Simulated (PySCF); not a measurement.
## Cost of response and excited-state runs on `FC(F)(F)c1ccc[se]1`, C5H3F3Se

Molfile (atoms numbered from 1):
```
C5H3F3Se
     RDKit          3D

 12 12  0  0  0  0  0  0  0  0999 V2000
   -2.3896    1.5356    0.0119 F   0  0  0  0  0  0  0  0  0  0  0  0
   -1.9529    0.2633    0.0416 C   0  0  0  0  0  0  0  0  0  0  0  0
   -2.5047   -0.2932    1.1386 F   0  0  0  0  0  0  0  0  0  0  0  0
   -2.5058   -0.3655   -1.0071 F   0  0  0  0  0  0  0  0  0  0  0  0
   -0.4728    0.2042    0.0424 C   0  0  0  0  0  0  0  0  0  0  0  0
    0.3018   -0.8644   -0.3014 C   0  0  0  0  0  0  0  0  0  0  0  0
    1.6872   -0.6215   -0.1763 C   0  0  0  0  0  0  0  0  0  0  0  0
    2.0052    0.6239    0.2670 C   0  0  0  0  0  0  0  0  0  0  0  0
    0.5186    1.6774    0.5858 Se  0  0  0  0  0  2  0  0  0  0  0  0
   -0.1103   -1.7982   -0.6437 H   0  0  0  0  0  0  0  0  0  0  0  0
    2.4272   -1.3654   -0.4156 H   0  0  0  0  0  0  0  0  0  0  0  0
    2.9975    1.0030    0.4307 H   0  0  0  0  0  0  0  0  0  0  0  0
  1  2  1  0
  2  3  1  0
  2  4  1  0
  2  5  1  0
  5  6  2  0
  6  7  1  0
  7  8  2  0
  8  9  1  0
  9  5  1  0
  6 10  1  0
  7 11  1  0
  8 12  1  0
M  END
```

PySCF with density fitting, on 1 thread of an Arm Neoverse V2, shared host. Command: `OMP_NUM_THREADS=1 python excited_run.py task.json out`

(1) How long does each of these runs take, and how much memory?
- first hyperpolarisability, B3LYP/aug-cc-pVDZ; wavelengths [1064, 800] nm; writes grids
- excited states, LC-wPBE/aug-cc-pVDZ; Tamm-Dancoff; spin-orbit couplings; 5 states; 4 triplets; quadratic response for 4 states; writes grids
- excited states, B3LYP/aug-cc-pVDZ; two-photon moments; 6 states; quadratic response for 5 states; 0 triplets

Answers

(1) 
```csv
run,level,basis functions,wall time,peak memory (GiB)
first hyperpolarisability,B3LYP/aug-cc-pVDZ,247,63 s,1.1
excited states,LC-wPBE/aug-cc-pVDZ,247,87 s,1.1
excited states,B3LYP/aug-cc-pVDZ,247,68 s,1.1
```
Times from a shared host are rough.
